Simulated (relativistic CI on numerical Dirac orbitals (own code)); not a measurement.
Forbidden lines of Pb18+

These numbers are calculated, not measured: Dirac-Coulomb-Breit CI, orbitals from a KLI potential per configuration, model QED (radiative potential, 1s self-energy scaled to tabulated hydrogen-like ionisation energies), unscaled Slater integrals (own radial code, finite nucleus).

CI space (outside the closed core [Kr] 4d10): 4f¹⁴5s²5p², 4f¹⁴5s5p³, 4f¹⁴5s²5p5d, 4f¹³5s²5p³, 4f¹⁴5s5p²5d, 4f¹⁴5s²5p5f, 4f¹⁴5s5p²5f, 4f¹⁴5s²5p5g, 4f¹⁴5s²5p6s, 4f¹⁴5p³5d, 4f¹⁴5p⁴, 4f¹³5p⁵, 4f¹⁴5s²5d², 4f¹⁴5s5d³, 4f¹⁴5s5d²5f, 4f¹⁴5s²5f², 4f¹⁴5s5d5f², 4f¹⁴5s5f³. Double excitations out of closed p, d and f shells are left out; levels of such configurations are missing from the list, as are those of other unlisted configurations, and high levels can miss mixing partners.

| λ vac (nm) | Lower | Upper | Type | A (s⁻¹) | gf | Branching (%) |
| --- | --- | --- | --- | --- | --- | --- |
| 12.096 | 4f¹⁴5s²5p² ³P0 [1] | 4f¹³5s²5p³ ³F2 [17] | E2 | 2.32e+05 | 2.55e-06 | 49.9 |
| 12.197 | 4f¹⁴5s²5p² ³P1 [2] | 4f¹³5s²5p³ ⁵F1 [37] | E2 | 1.73e+05 | 1.16e-06 | 7.6 |
| 12.293 | 4f¹⁴5s²5p² ³P1 [2] | 4f¹³5s²5p³ ³P2 [35] | E2 | 1.97e+05 | 2.23e-06 | 4.3 |
| 12.354 | 4f¹⁴5s²5p² ³P1 [2] | 4f¹³5s²5p³ ¹P1 [33] | E2 | 1.65e+05 | 1.13e-06 | 8.3 |
| 12.392 | 4f¹⁴5s²5p² ¹D2 [3] | 4f¹³5s²5p³ ³G3 [38] | E2 | 7.11e+04 | 1.15e-06 | 7.9 |
| 12.560 | 4f¹⁴5s²5p² ¹D2 [3] | 4f¹³5s²5p³ ³P2 [35] | E2 | 3.40e+05 | 4.02e-06 | 7.4 |
| 12.609 | 4f¹⁴5s²5p² ¹D2 [3] | 4f¹³5s²5p³ ³D3 [34] | E2 | 5.08e+05 | 8.47e-06 | 34.8 |
| 12.623 | 4f¹⁴5s²5p² ¹D2 [3] | 4f¹³5s²5p³ ¹P1 [33] | E2 | 1.93e+05 | 1.39e-06 | 9.7 |
| 12.673 | 4f¹⁴5s²5p² ¹D2 [3] | 4f¹³5s²5p³ ³F4 [30] | E2 | 3.47e+05 | 7.52e-06 | 73.9 |
| 12.674 | 4f¹⁴5s²5p² ³P1 [2] | 4f¹³5s²5p³ ³F3 [29] | E2 | 4.74e+05 | 7.99e-06 | 45.7 |
| 12.690 | 4f¹⁴5s²5p² ³P1 [2] | 4f¹³5s²5p³ ³F2 [28] | E2 | 3.46e+05 | 4.17e-06 | 21.5 |
| 12.874 | 4f¹⁴5s²5p² ³P0 [1] | 4f¹³5s²5p³ ³D2 [10] | E2 | 5.31e+05 | 6.60e-06 | 34.3 |
| 13.041 | 4f¹⁴5s²5p² ¹D2 [3] | 4f¹³5s²5p³ ³F4 [27] | E2 | 6.94e+04 | 1.59e-06 | 24.7 |
| 17.029 | 4f¹⁴5s²5p² ¹D2 [3] | 4f¹³5s²5p³ ³G4 [16] | E2 | 6.42e+04 | 2.51e-06 | 97.4 |
| 40.544 | 4f¹⁴5s²5p² ³P1 [2] | 4f¹⁴5s²5p² ³P2 [4] | M1 | 1.20e+05 | 1.47e-05 | 47.7 |
| 43.592 | 4f¹⁴5s²5p² ¹D2 [3] | 4f¹⁴5s²5p² ³P2 [4] | M1 | 1.12e+05 | 1.59e-05 | 44.6 |
| 43.813 | 4f¹³5s²5p³ ³D2 [10] | 4f¹³5s²5p³ ³F3 [29] | M1 | 1.28e+05 | 2.58e-05 | 12.3 |
| 43.951 | 4f¹³5s²5p³ ³G5 [8] | 4f¹³5s²5p³ ³F4 [27] | M1 | 8.28e+04 | 2.16e-05 | 29.5 |
| 44.713 | 4f¹³5s²5p³ ³G5 [8] | 4f¹³5s²5p³ ⁵F5 [26] | M1 | 1.41e+05 | 4.66e-05 | 68.8 |
| 46.302 | 4f¹⁴5s²5p² ³P0 [1] | 4f¹⁴5s²5p² ³P1 [2] | M1 | 1.27e+05 | 1.22e-05 | 100.0 |

Terms are leading LS components. Brackets give the number of a level in order of energy, since labels repeat. The list gives strong lines, with weight on those to low levels, among the lowest 200 of 784 levels, so that lines to higher ones, which can be the strongest, are missing. Levels whose partners in the same complex of configurations lie outside the list can be far off, and so can their lines. Rates are taken at the computed energies, electric ones in the length gauge.

At this charge transitions that keep the count of f electrons are usually good to a few per cent. Levels that differ in their count of f electrons can be misplaced by several ten thousand cm⁻¹, since the correlation energy of f electrons is missing or only estimated; rates across such gaps can be off by orders of magnitude.

LS names give the leading component of a level, which can be under half, so a name can repeat, a term be missing and a line seem to break the LS rules.
